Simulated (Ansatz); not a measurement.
Total energies of the cluster ZrAl₆⁺ from Ansatz at r2SCAN-D4/def2-TZVP, gas phase (1 Eh = 27.2114 eV = 2625.5 kJ/mol). The reference geometry is relaxed at B3LYP-D4/def2-SVP.

Cartesian coordinates in Å:
```
Zr -1.835 -0.338 -1.457
Al -0.471 -1.829 0.447
Al 1.955 -0.863 0.802
Al 0.970 1.400 1.520
Al -1.473 0.475 1.173
Al 0.927 -0.574 -1.608
Al -0.072 1.729 -0.879
```

```tsv
state	geometry	energy (Eh)
charge 1 doublet	reference	-1501.31499
charge 0 triplet	reference	-1501.52153
charge 1 quartet	relaxed at B3LYP-D4/def2-SVP	-1501.30607
```

In the def2 sets Zr takes a core potential; there is no spin–orbit coupling.

**Question.** Work out the vertical electron affinity, to the triplet.

**Answer.** E(charge 1 doublet) − E(charge 0 triplet) = -1501.31499 − (-1501.52153) = 0.20654 Eh = 5.62 eV.

**Question.** Which of the charge 1 states is lowest, and how far above it are the others?

**Answer.** The doublet. quartet: -1501.30607 − (-1501.31499) = 0.00892 Eh = 23.4 kJ/mol. The quartet differs in its bonds from the reference.

At r2SCAN-D4/def2-TZVP the charge 1 doublet is spin-contaminated (final ⟨S²⟩ up to 0.88, 0.75 for a pure state). 

The structure comes from a short search, and lower isomers may exist.
